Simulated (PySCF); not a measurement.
Compound: C₂H₅FGaN.
SMILES: `C#[C][Ga@H-]([NH3+])[F]`

Computed, not measured: PBE0-D3(BJ)/def2-SVP geometry optimisation, gas phase in PySCF 2.14.0.

Take the most abundant isotopes and a rigid rotor. 

(1) What are A, B and C (GHz)?

(2) Classify the top.

(3) What does the inertial defect say?

(4) Give the other two planar moments, Paa and Pbb, and the rms extents of the mass along the axes.

(5) Give the coordinates in the principal-axis frame, origin at the centre of mass.

(6) Where do the levels up to J = 5 lie, in MHz?

(7) Which types of transition are allowed, and where do some lines up to J = 3 fall?

(8) Estimate the classical rotational partition function at 10 K, 100 K and 500 K.

Results:

(1) Ia = 109.26, Ib = 221.01, Ic = 265.89 u·Å²; 505379 MHz·u·Å²/I gives 4625, 2287 and 1901 MHz, that is A = 4.6255, B = 2.2867, C = 1.9007 GHz.

(2) An asymmetric top. Ray's parameter κ = (2B − A − C)/(A − C) = -0.717; −1 is the prolate and +1 the oblate limit.

(3) Not planar: Δ = Ic − Ia − Ib = -64.39 u·Å². For a rigid frame Δ = −2 Σ m c², so Σ m c² = 32.19 u·Å² lies off the ab plane: 5.78 from hydrogen and 26.42 from heavier atoms. The atom farthest from that plane is 1.85 Å away.

(4) Paa = Σ m a² = (Ib + Ic − Ia)/2 = 188.82 and Pbb = Σ m b² = (Ia + Ic − Ib)/2 = 77.07 u·Å². With the mass M = 130.97 u, the rms extents √(P/M) along a, b and c are 1.20, 0.77, 0.50 Å.

(5) The sense of each axis is arbitrary; atoms in the order of the calculation.
| atom | mass (u) | a (Å) | b (Å) | c (Å) |
| --- | --- | --- | --- | --- |
| C1 | 12.000 | 2.801 | -0.004 | 0.371 |
| C2 | 12.000 | 1.618 | -0.080 | 0.083 |
| Ga3 | 68.926 | -0.262 | -0.150 | -0.383 |
| N4 | 14.003 | -0.820 | 1.748 | 0.359 |
| F5 | 18.998 | -1.253 | -1.011 | 0.820 |
| H6 | 1.008 | 3.844 | 0.049 | 0.628 |
| H7 | 1.008 | -0.796 | -0.200 | -1.850 |
| H8 | 1.008 | -1.827 | 1.897 | 0.296 |
| H9 | 1.008 | -0.566 | 1.765 | 1.348 |
| H10 | 1.008 | -0.347 | 2.527 | -0.099 |

(6) Above 0(0,0):
J = 1: 1(0,1) 4187, 1(1,1) 6526, 1(1,0) 6912
J = 2: 2(0,2) 12518, 2(1,2) 14515, 2(1,1) 15673, 2(2,1) 22689, 2(2,0) 22733
J = 3: 3(0,3) 24908, 3(1,3) 26472, 3(1,2) 28785, 3(2,2) 35252, 3(2,1) 35468, 3(3,1) 47937, 3(3,0) 47940
J = 4: 4(0,4) 41249, 4(1,4) 42371, 4(1,3) 46208, 4(2,3) 51967, 4(2,2) 52592, 4(3,2) 64765, 4(3,1) 64787, 4(4,1) 82417, 4(4,0) 82417
J = 5: 5(0,5) 61440, 5(1,5) 62181, 5(1,4) 67884, 5(2,4) 72807, 5(2,3) 74176, 5(3,3) 85823, 5(3,2) 85910, 5(4,2) 103451, 5(4,1) 103453, 5(5,1) 126147, 5(5,0) 126147
Those of J = 1 are B + C, A + C and A + B.

(7) The dipole components are |μa| = 0.44 D, |μb| = 5.72 D, |μc| = 0.41 D. The squared components, which scale the intensities, stand as 0.01 : 1.00 : 0.01 (a : b : c). Some of the stronger lines:

```
type  branch         J(Ka,Kc)    MHz  lower level (cm⁻¹)
   b       Q  1(1,0) ← 1(0,1)   2725               0.140
   b       Q  2(1,1) ← 2(0,2)   3155               0.418
   b       Q  3(1,2) ← 3(0,3)   3876               0.831
   b       R  2(0,2) ← 1(1,1)   5992               0.218
   b       R  1(1,1) ← 0(0,0)   6526               0.000
   b       Q  2(2,0) ← 2(1,1)   7060               0.523
   b       Q  2(2,1) ← 2(1,2)   8174               0.484
   b       R  2(1,2) ← 1(0,1)  10328               0.140
   b       Q  3(3,0) ← 3(2,1)  12472               1.183
   b       Q  3(3,1) ← 3(2,2)  12685               1.176
   b       R  3(1,3) ← 2(0,2)  13954               0.418
   b       R  2(2,1) ← 1(1,0)  15777               0.231
   b       R  2(2,0) ← 1(1,1)  16207               0.218
   b       R  3(2,2) ← 2(1,1)  19579               0.523
   b       R  3(2,1) ← 2(1,2)  20952               0.484
   b       R  3(3,1) ← 2(2,0)  25203               0.758
   b       R  3(3,0) ← 2(2,1)  25250               0.757
```

(8) Point group C1, symmetry number σ = 1; q = (√π/σ)·√((kT/h)³/(ABC)), k/h = 20836.6 MHz/K: 1190 at 10 K, 37600 at 100 K, 420000 at 500 K.

No frequency check. Zero-point vibration and centrifugal distortion are left out. A rigid rotor knows nothing of internal rotation, which can split or shift real lines. Quadrupole hyperfine structure (14N, 69Ga) is left out.
